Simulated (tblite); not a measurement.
A tight-binding relaxation on `C=C(CCl)[C@@H]1CCC[SiH2]1`.

Computed with GFN2-xTB geometry optimisation, gas phase (tblite 0.8.0). Start geometry: from a force field or distance geometry. The command runs a driver script over a list of jobs; the input below is this job's line of settings and its coordinates in Å.

Command:
```bash
OMP_NUM_THREADS=1 python probes_run.py task.json out
```

Input:
```
{"job": {"kind": "relax", "xc": "GFN2-xTB", "basis": "xTB"}, "charge": 0, "multiplicity": 1}
C     -1.997400    -1.536200     0.038500
C     -1.605400    -0.250200    -0.086600
C     -2.621600     0.852500    -0.104300
Cl    -2.795600     1.517200    -1.761100
C     -0.140900     0.157700    -0.209300
C      0.923500    -0.959500    -0.427100
C      2.320000    -0.331400    -0.217800
C      2.337800     0.360700     1.167100
Si     0.604500     1.136700     1.365100
H     -3.063900    -1.790300     0.121500
H     -1.321600    -2.373700     0.045100
H     -3.624400     0.496000     0.197100
H     -2.369500     1.678000     0.573800
H     -0.034800     0.866600    -1.051900
H      0.799900    -1.768400     0.298100
H      0.841900    -1.384300    -1.418000
H      3.106300    -1.091900    -0.266000
H      2.516200     0.393100    -1.006700
H      3.125700     1.107400     1.234700
H      2.480700    -0.383500     1.962200
H      0.576200     2.608700     1.109500
H     -0.067800     0.714100     2.622900
```

Question: Estimate the output.

Answer: 
```
step      E/eV     max force
  0    -758.23350    1.385
  1    -758.30108    0.726
  2    -758.34458    0.578
  3    -758.37095    0.385
  4    -758.38307    0.235
  5    -758.39135    0.203
  6    -758.39797    0.222
  7    -758.40409    0.212
  8    -758.40828    0.167
  9    -758.41130    0.126
... (25 lines left out)
 35    -758.42458    0.021
 36    -758.42465    0.024
 37    -758.42469    0.020
 38    -758.42473    0.015
 39    -758.42477    0.015
 40    -758.42480    0.012
 41    -758.42482    0.013
 42    -758.42484    0.011
 43    -758.42486    0.012
 44    -758.42487    0.009
```

«max force» is the largest atomic force in eV/Å.

Question: From which step on does the largest force stay under 0.1 eV/Å, and how much energy is left to gain from there?

Answer: From step 12 (0.093 eV/Å), 7.1 meV above the end.

In short: energy lowered by 4.4 kcal/mol over 44 steps; largest atomic force 0.009 eV/Å at the end.

Question: Where do the atoms end?

Answer: 0.067 Å rms from the input after alignment:
```
atom  x, y, z in Å
C1    -1.9700   -1.5343    0.0510
C2    -1.5534   -0.2806   -0.0689
C3    -2.5481    0.8389   -0.0829
Cl4   -2.6680    1.5396   -1.7319
C5    -0.1350    0.1594   -0.1982
C6     0.9024   -0.9442   -0.4188
C7     2.2805   -0.3217   -0.2188
C8     2.2895    0.3629    1.1515
Si9    0.5487    1.1140    1.3256
H10   -3.0161   -1.7713    0.1491
H11   -1.2966   -2.3715    0.0546
H12   -3.5494    0.5000    0.1789
H13   -2.2396    1.6562    0.5700
H14   -0.0883    0.8414   -1.0549
H15    0.7681   -1.7331    0.3235
H16    0.8047   -1.3888   -1.4113
H17    3.0668   -1.0754   -0.2936
H18    2.4563    0.4214   -0.9999
H19    3.0990    1.0867    1.2228
H20    2.4637   -0.3809    1.9298
H21    0.5058    2.5674    1.1420
H22   -0.1315    0.7335    2.5673
```

The run took 0.47 s wall on one thread of an Arm Neoverse V1, on a shared host.
Labels such as C1 count atoms from 1, the log's own numbers from 0.
